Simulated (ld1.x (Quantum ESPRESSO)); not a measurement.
Transferability test, TM potential for niobium

* Element: niobium
* Generator: ld1.x (Quantum ESPRESSO) 7.5
* Type: norm-conserving Troullier–Martins (Kleinman–Bylander form)
* Functional: PBE
* Relativity: fully relativistic
* Frozen core: [Kr]
* Valence charge: 5
* Reference configuration: 4d4 5s1 5p0
* Partial waves: 5s (bound): rc 2.90 bohr; 5p (bound, empty): rc 3.65 bohr; 4d (bound): rc 2.15 bohr
* Local potential: all-electron potential smoothed inside 3.65 bohr (lloc = -2)
* Core correction: Bessel-smoothed model core, default radius (core density twice the valence density)

Open shells are filled in proportion to 2j + 1 (rel_dist='average').

Energies are relative to the spin-unpolarised reference configuration 4d4 5s1 5p0; without spin polarisation the order of configurations can differ from experiment.

**Question.** Give the all-electron excitation energy and the error of the potential for: 4d4 5s0 5p0; 4d3 5s0 5p0; 4d2 5s0 5p0; 4d3 5s1 5p1; 4d4 5s0.5 5p0; 4d3 5s1 5p0; 4d1 5s0 5p0.

**Answer.**

| valence configuration | charge | ΔE all-electron (eV) | error AE − PS (meV) |
| --- | --- | --- | --- |
| 4d4 5s0 5p0 | +1 | 6.638 | -16 |
| 4d3 5s0 5p0 | +2 | 20.677 | -130 |
| 4d2 5s0 5p0 | +3 | 45.398 | -661 |
| 4d3 5s1 5p1 | 0 | 2.788 | -111 |
| 4d4 5s0.5 5p0 | +0.5 | 2.639 | -3.7 |
| 4d3 5s1 5p0 | +1 | 7.017 | -85 |
| 4d1 5s0 5p0 | +4 | 82.299 | -1751 |
